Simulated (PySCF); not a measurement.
## Stretching BeS

Set-up: PySCF, spin-free X2C with a Gaussian nucleus, basis sets Be ANO-RCC-VDZP, S ANO-RCC-VDZP. Energies in eV from Be + S in their ground configurations at the same level. State: ¹Σ⁺ (singlet), closed shell.

All columns are PBE0. A positive dipole means Be(−)S(+).

| R (Å) | E (eV) | μ (D) | Mulliken charge on Be (basis-dependent) | HOMO (eV) | LUMO (eV) | Mayer bond order | ⟨S²⟩ |
| --- | --- | --- | --- | --- | --- | --- | --- |
| 1.516 | -2.168 | -4.54 | -0.13 | -7.31 | -3.47 | 2.72 | 0.00 |
| 1.587 | -2.794 | -4.76 | -0.06 | -7.14 | -3.62 | 2.66 | 0.00 |
| 1.657 | -3.146 | -4.96 | 0.00 | -7.00 | -3.78 | 2.60 | 0.00 |
| 1.710 | -3.272 | -5.10 | 0.05 | -6.90 | -3.89 | 2.55 | 0.00 |
| 1.763 | -3.307 | -5.23 | 0.09 | -6.81 | -4.01 | 2.50 | 0.00 |
| 1.816 | -3.269 | -5.35 | 0.13 | -6.74 | -4.12 | 2.45 | 0.00 |
| 1.886 | -3.135 | -5.48 | 0.17 | -6.65 | -4.26 | 2.38 | 0.00 |
| 1.975 | -2.872 | -5.61 | 0.22 | -6.55 | -4.43 | 2.29 | 0.00 |
| 2.080 | -2.475 | -5.73 | 0.28 | -6.47 | -4.60 | 2.16 | 0.00 |
| 2.221 | -1.890 | -5.81 | 0.32 | -6.39 | -4.78 | 1.98 | 0.00 |

A fit through these points gives, at Re = 1.760 Å, μ = -5.22 D and dμ/dR = -2.32 D/Å; the reduced mass is 7.03 u.

Question: How strong is the fundamental in the double-harmonic approximation, I = 42.26·(dμ/dR)²/μred km/mol?

Answer: I = 42.26·(-2.32)²/7.03 = 32.4 km/mol at PBE0.
